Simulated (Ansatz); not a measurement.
Consider the cleavage of the Ge–B bond: `[BH2][GeH2][Br]` + HBr → `[Br][GeH2][Br]` + BH₃.

Gas-phase electronic energies from Ansatz, PBE0-D4/def2-TZVP geometries. CCSD(T)/CBS adds triple-zeta CCSD(T) − MP2 to the extrapolated MP2 energy (def2 sets, frozen cores). This one scheme is used for every species. DFT in def2-TZVPP. B3LYP here is the variant with VWN-RPA as its local correlation; programs differ in this. HSE06 is defined as in plane-wave codes. For Br, Ge outer-core shells are correlated without core-valence functions, which leaves a few kJ/mol of doubt a bond. Scalar relativity is left out up to krypton.

| level | ΔE (kcal/mol) | difference from CCSD(T)/CBS |
| --- | --- | --- |
| LDA (SPW92) | -15.4 | 3.6 |
| PBE-D4 | -17.8 | 1.2 |
| revPBE-D4 | -18.2 | 0.8 |
| BLYP-D4 | -19.4 | -0.4 |
| B97M-V | -18.9 | 0.1 |
| PBE0-D4 | -18.9 | 0.1 |
| B3LYP-D4 | -20.1 | -1.1 |
| r2SCANh-D4 | -19.6 | -0.6 |
| r2SCAN0-D4 | -19.9 | -0.9 |
| HSE06-D4 | -19.0 | 0.0 |
| BHLYP-D4 | -21.8 | -2.8 |
| CAM-B3LYP-D4 | -19.5 | -0.5 |
| ωB97X-V | -19.7 | -0.7 |
| ωB97M-V | -20.0 | -1.0 |
| B2PLYP | -20.3 | -1.3 |
| PBE | -17.5 | 1.5 |
| revPBE | -17.9 | 1.1 |
| BLYP | -18.9 | 0.1 |
| r2SCAN | -19.3 | -0.3 |
| PBE0 | -18.6 | 0.4 |
| B3LYP | -19.6 | -0.6 |
| r2SCAN0 | -19.9 | -0.9 |
| HSE06 | -18.7 | 0.3 |
| BHLYP | -21.0 | -2.0 |
| CAM-B3LYP | -19.3 | -0.3 |
| LC-ωPBE | -18.1 | 0.9 |
| RPA@PBE/def2-TZVPP | -18.4 | 0.6 |
| HF/def2-SVP | -21.9 | -2.9 |
| MP2/def2-SVP | -20.7 | -1.7 |
| CCSD/def2-SVP | -18.7 | 0.3 |
| CCSD(T)/def2-SVP | -18.6 | 0.4 |
| HF/def2-TZVPP | -23.5 | -4.5 |
| MP2/def2-TZVPP | -21.1 | -2.1 |
| CCSD/def2-TZVPP | -19.0 | 0.0 |
| CCSD(T)/def2-TZVPP | -18.9 | 0.1 |
| HF/def2-QZVPP | -23.6 | -4.6 |
| MP2/def2-QZVPP | -21.2 | -2.2 |
| SCS-MP2/def2-QZVPP | -21.3 | -2.3 |
| HF/CBS(def2) | -23.6 | -4.6 |
| MP2/CBS(def2) | -21.2 | -2.2 |
| CCSD(T)/CBS | -19.0 | 0 |

Largest T1 diagnostic among the species: 0.010.

From BLYP to BHLYP (50 % exact exchange), in def2-TZVPP and without D4, ΔE moves by −2.2 kcal/mol. In def2-TZVPP, CCSD(T) changes the Hartree–Fock value by +4.6 kcal/mol (the triples alone add +0.1 kcal/mol) and MP2 by +2.4 kcal/mol.
